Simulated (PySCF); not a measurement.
**Multinuclear NMR of C$_{8}$H$_{4}$F$_{2}$O$_{2}$**

Bonds (- single, = double, # triple, : aromatic): O1=C2, C2-F3, C2-C4, C4:C5, C5:C6, C6:C7, C7-C8, C8=O9, C8-F10, C7:C11, C11:C12, C12:C4. C5 carries H13; C6 carries H14; C11 carries H15; C12 carries H16.

All values are calculated (PySCF 2.14.0 with density-fitted response routines): shielding tensors at PBE0/pcSseg-1 (GIAO), GFN2-xTB geometry. Equivalent nuclei averaged, a single conformation, relativity neglected, no solvent.

(1) Where does 19F resonate?

(2) Predict the 17O NMR data.

## Answers

(1) 
```json
{"atoms": "F3/F10", "environment": "fluorine bonded to C", "σ (ppm)": "149.4", "δ (ppm)": "11.2"}
```

Shieldings were converted by a linear fit to measured shifts: 19F: δ = 146.13 − 0.903σ +14.6 on sp3 carbon (rms 6.0 ppm, 223 shifts, 7.0 ppm with the 5 outliers that the fit left out vs CFCl3, solution or neat liquid). A few per cent of atoms miss by over 2 rms, more outside the fitted compound classes.

On a 600 MHz spectrometer 19F resonates near 564.6 MHz, so 1 ppm is 564.6 Hz.

(2) 
```
atoms      environment  σ (ppm)  δ (ppm)
O1/O9  carbonyl oxygen   -106.5    363.7
```

Shieldings were converted by a linear fit to measured shifts: 17O (scatter 10.7 ppm rms, 12.2 ppm with the 3 outliers that the fit left out vs liquid water, solution or neat liquid). A few per cent of atoms miss by over 2 rms, more outside the fitted compound classes.

On a 500 MHz spectrometer 17O resonates near 67.8 MHz, so 1 ppm is 67.8 Hz.
